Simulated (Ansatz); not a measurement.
`C=C([SiH3])[SiH2]O` + `CC/C=C/[SiH3]` → `O[SiH2]/C=C/[SiH3]` + `C=C([SiH3])CC`  (redistribution)

Calculated with Ansatz (gas phase, PBE0-D4/def2-TZVP geometries, no zero-point term in ΔE). CCSD(T)/CBS adds triple-zeta CCSD(T) − MP2 to the extrapolated MP2 energy (def2 sets, frozen cores). Double bonds are as drawn, so ΔE can hold a change between cis and trans. Each species was taken in one conformer, which may not be the lowest.

```csv
species,HF/def2-QZVPP energy (Eh)
`C=C([SiH3])[SiH2]O`,-733.26362
`CC/C=C/[SiH3]`,-446.29429
`O[SiH2]/C=C/[SiH3]`,-733.26298
`C=C([SiH3])CC`,-446.28903
```

(1) Work out ΔE.

Largest T1 diagnostic among the species: 0.012.

Answers

(1) ΔE = (-733.26298) + (-446.28903) − (-733.26362) − (-446.29429) = 0.00590 Eh = +3.7 kcal/mol. CCSD(T)/CBS gives +2.7 kcal/mol.

In def2-TZVPP, CCSD(T) changes the Hartree–Fock value by −0.9 kcal/mol (the triples alone add −0.1 kcal/mol) and MP2 by −0.7 kcal/mol.
